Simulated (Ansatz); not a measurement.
Coupled-cluster run, `F[SiH2]OCI`.

```yaml
crystal:
  periodic: [false, false, false]
  atoms:
    - {symbol: F, position_ang: [-2.111035, -0.214589, 0.173291]}
    - {symbol: Si, position_ang: [-0.876554, 0.399599, 0.973808]}
    - {symbol: O, position_ang: [0.494617, -0.377757, 0.514912]}
    - {symbol: C, position_ang: [0.935000, -0.632038, -0.758886]}
    - {symbol: I, position_ang: [1.435334, 1.162251, -1.892700]}
    - {symbol: H, position_ang: [-0.818716, 1.839903, 0.659715]}
    - {symbol: H, position_ang: [-1.027100, 0.099972, 2.408469]}
    - {symbol: H, position_ang: [0.190621, -1.133895, -1.375602]}
    - {symbol: H, position_ang: [1.866332, -1.189748, -0.720007]}
basis:
  gaussian: {orbitals: def2-TZVPP}
correlation: {method: ccsd_t}
```

```sh
$ ansatz run in.yaml --threads 4 --pin off --events-out ev --progress --plain --max-ram 10444MiB
```

Output of Ansatz, abridged:

```
Functional definition: HF
1628 factors; integrals over basis functions are off by at most 1.0e-3 eV
mean field evaluation 1: about -21774.0427 eV, gradient 3.9e1 eV
mean field evaluation 2: about -21774.2774 eV, gradient 3.9e1 eV
mean field evaluation 4: about -21777.2524 eV, gradient 3.4e0 eV
mean field evaluation 8: about -21777.3037 eV, gradient 3.2e-1 eV
mean field -21777.30417239 eV, -800.3011671484 hartree, gradient 3.0e-6 eV, S^2 0.000000; 0 other end points of the search recorded, 0 dependent functions left out
12 core orbitals not correlated: weight in the atoms' cores, before any rotation towards them, 1.000 or more for the frozen orbitals, at most 0.000 for the correlated occupied ones
reference -21777.30417239 eV, -800.3011671484 hartree; 21, 21 occupied and 208, 208 virtual orbitals, 1628 factors
second order -34.65586839 eV of doubles, -0.00000000 eV of singles
cycle   1  -33.54850386 eV  change     1.1e0 eV  update   1.2e-1
cycle   2  -34.35309716 eV  change   -8.0e-1 eV  update   3.5e-2
cycle   3  -34.50716011 eV  change   -1.5e-1 eV  update   1.6e-2
cycle   4  -34.47784862 eV  change    2.9e-2 eV  update   3.8e-3
cycle   5  -34.47534129 eV  change    2.5e-3 eV  update   1.8e-3
cycle   6  -34.47750558 eV  change   -2.2e-3 eV  update   5.7e-4
cycle   7  -34.47724750 eV  change    2.6e-4 eV  update   2.3e-4
cycle   8  -34.47706182 eV  change    1.9e-4 eV  update   8.2e-5
cycle   9  -34.47710932 eV  change   -4.7e-5 eV  update   3.6e-5
cycle  10  -34.47711822 eV  change   -8.9e-6 eV  update   1.5e-5
perturbative correction -1.04886777 eV, -0.0385451797 hartree
Total energy: -21812.83015838 eV, -801.6067230533 hartree
```

Hardware: 4 threads of an Intel Xeon on a shared host. Wall time 2.2 min, peak host memory 5.3 GiB.

MP2 recovers 97.6 % of the CCSD(T) correlation energy and the triples give 3.0 %; T1 = 0.0108.
